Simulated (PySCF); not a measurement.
thiophene (C4H4S), singlet, at a GFN2-xTB geometry. Base run: CCSD(T)/cc-pVDZ in PySCF.

Here is a job for PySCF.
```python
from pyscf import gto, scf, cc

mol = gto.Mole()
mol.atom = '''
    S     0.008638   -0.007341    1.192886
    C     0.002988    1.225833   -0.005095
    C    -0.003171   -1.225678   -0.020136
    C    -0.007387    0.715073   -1.261196
    C    -0.010941   -0.699498   -1.269875
    H     0.007731    2.253480    0.299008
    H    -0.003601   -2.256990    0.271334
    H    -0.012358    1.318248   -2.151350
    H    -0.018915   -1.291672   -2.167363
'''
mol.basis = 'cc-pvdz'
mol.charge = 0
mol.spin = 0
mol.verbose = 4
mol.max_memory = 1800
mol.build()

mf = scf.RHF(mol)
mf.kernel()

mycc = cc.CCSD(mf, frozen=9)
mycc.kernel()
et = mycc.ccsd_t()
print('E(CCSD(T)) = %.10f' % (mycc.e_tot + et))
```

Each row names what was changed in the base input (with any setting that the change needs).

```csv
change,ΔE vs base (mEh),MP2 correlation (Eh),CC correlation without the perturbative part (Eh),basis functions,core-seconds (rough)
base,0.000,-0.65999,-0.69304,94,20
method = ccsd,30.027,-0.65999,-0.69304,94,20
method = cisd,[?],-,-,94,9
method = mp2,63.071,-0.65999,-,94,3
```

Task: Complete the blanks.

Result: 
- method = cisd, ΔE vs base (mEh): 147.8
